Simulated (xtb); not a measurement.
FOS, doublet, geometry from GFN2-xTB; GFN2-xTB (xtb).

The xtb input:
```
$ xtb mol.xyz --gfn 2 --uhf 1 --grad --json

# file mol.xyz
3

O     -1.19502904    -0.51179322     0.02875724
S     -0.14028508     0.46479902     0.00071897
F      1.31164375    -0.37138205    -0.02684017
```

The log (banner, timings and long lists left out):

```
   ID    Z sym.   atoms
    1    8 O      1
    2   16 S      2
    3    9 F      3

           -------------------------------------------------
          |                Calculation Setup                |
           -------------------------------------------------

           -------------------------------------------------
          |                 G F N 2 - x T B                 |
           -------------------------------------------------

          ...................................................
          :                      SETUP                      :
          :.................................................:
          :  # basis functions                  18          :
          :  # atomic orbitals                  17          :
          :  # shells                            7          :
          :  # electrons                        19          :
          :  max. iterations                   250          :
          :  Hamiltonian                  GFN2-xTB          :
          :  restarted?                      false          :
          :  GBSA solvation                  false          :
          :  PC potential                    false          :
          :  electronic temp.          300.0000000     K    :
          :  accuracy                    1.0000000          :
          :  -> integral cutoff          0.2500000E+02      :
          :  -> integral neglect         0.1000000E-07      :
          :  -> SCF convergence          0.1000000E-05 Eh   :
          :  -> wf. convergence          0.1000000E-03 e    :
          :  Broyden damping             0.4000000          :
          :  net charge                          0          :
          :  unpaired electrons                  1          :
          ...................................................

 iter      E             dE          RMSdq      gap      omega  full diag
   1    -12.0244139 -0.120244E+02  0.955E+00    3.21       0.0  T
   2    -12.0400731 -0.156592E-01  0.391E+00    3.05       1.0  T
   3    -12.0407472 -0.674115E-03  0.126E+00    2.99       1.0  T
   4    -12.0408426 -0.953618E-04  0.286E-01    2.98       1.0  T
   5    -12.0408487 -0.614288E-05  0.139E-01    2.98       1.0  T
   6    -12.0408497 -0.959987E-06  0.393E-02    2.98       1.5  T
   7    -12.0408498 -0.111966E-06  0.638E-03    2.98       9.1  T
   8    -12.0408498 -0.369359E-07  0.200E-03    2.98      28.9  T
   9    -12.0408498 -0.523684E-09  0.611E-04    2.98      94.6  T
  10    -12.0408498 -0.120592E-09  0.223E-04    2.98     259.4  T

   *** convergence criteria satisfied after 10 iterations ***

         :::::::::::::::::::::::::::::::::::::::::::::::::::::
         ::                     SUMMARY                     ::
         :::::::::::::::::::::::::::::::::::::::::::::::::::::
         :: total energy             -12.016355777638 Eh    ::
         :: gradient norm              0.000017143696 Eh/a0 ::
         :: HOMO-LUMO gap              2.979591795301 eV    ::
         ::.................................................::
         :: SCC energy               -12.040849829873 Eh    ::
         :: -> isotropic ES            0.036191780482 Eh    ::
         :: -> anisotropic ES          0.001286030128 Eh    ::
         :: -> anisotropic XC         -0.001800153441 Eh    ::
         :: -> dispersion             -0.001034211468 Eh    ::
         :: repulsion energy           0.024494052235 Eh    ::
         :: add. restraining           0.000000000000 Eh    ::
         :: total charge               0.000000000000 e     ::
         :::::::::::::::::::::::::::::::::::::::::::::::::::::

           -------------------------------------------------
          |                Property Printout                |
           -------------------------------------------------

    * Orbital Energies and Occupations

         #    Occupation            Energy/Eh            Energy/eV
      -------------------------------------------------------------
         1        2.0000           -0.8322810             -22.6475
         2        2.0000           -0.7779876             -21.1701
         3        2.0000           -0.6758442             -18.3907
         4        2.0000           -0.5693007             -15.4915
         5        2.0000           -0.5488494             -14.9350
         6        2.0000           -0.5471735             -14.8893
         7        2.0000           -0.5117653             -13.9258
         8        2.0000           -0.5056362             -13.7591
         9        2.0000           -0.4858233             -13.2199
        10        1.0000           -0.3577259              -9.7342 (HOMO)
        11                         -0.2482279              -6.7546 (LUMO)
        12                         -0.1646058              -4.4792
        13                         -0.0333364              -0.9071
        14                          0.0658082               1.7907
        15                          0.0691829               1.8826
        16                          0.2603092               7.0834
        17                          0.9625836              26.1932
      -------------------------------------------------------------
                  HL-Gap            0.1094980 Eh            2.9796 eV
             Fermi-level           -0.3623758 Eh           -9.8607 eV

     #   Z          covCN         q      C6AA      α(0)
     1   8 O        0.860    -0.402    21.724     6.249
     2  16 S        1.645     0.693   115.846    18.120
     3   9 F        0.785    -0.291    12.222     4.130

 Mol. C6AA /au·bohr⁶  :        350.680529
 Mol. C8AA /au·bohr⁸  :      12045.928437
 Mol. α(0) /au        :         28.498597

Wiberg/Mayer (AO) data.
largest (>0.10) Wiberg bond orders for each atom

 ---------------------------------------------------------------------------
     #   Z sym  total        # sym  WBO       # sym  WBO       # sym  WBO
 ---------------------------------------------------------------------------
     1   8 O    2.157 --     2 S    2.053     3 F    0.104
     2  16 S    3.059 --     1 O    2.053     3 F    1.006
     3   9 F    1.110 --     2 S    1.006     1 O    0.104
 ---------------------------------------------------------------------------

Topologies differ in total number of bonds
Writing topology from bond orders to xtbtopo.mol

molecular dipole:
                 x           y           z       tot (Debye)
 q only:        0.002       1.203      -0.006
   full:       -0.002       1.048      -0.005       2.664
molecular quadrupole (traceless):
                xx          xy          yy          xz          yz          zz
 q only:       -3.799      -0.800       1.912       0.129       0.017       1.886
  q+dip:       -4.640      -0.681       1.771       0.168       0.020       2.869
   full:       -4.416      -1.037       1.652       0.163       0.028       2.764

           -------------------------------------------------
          | TOTAL ENERGY              -12.016355777638 Eh   |
          | GRADIENT NORM               0.000017143696 Eh/α |
          | HOMO-LUMO GAP               2.979591795301 eV   |
           -------------------------------------------------

normal termination of xtb
```
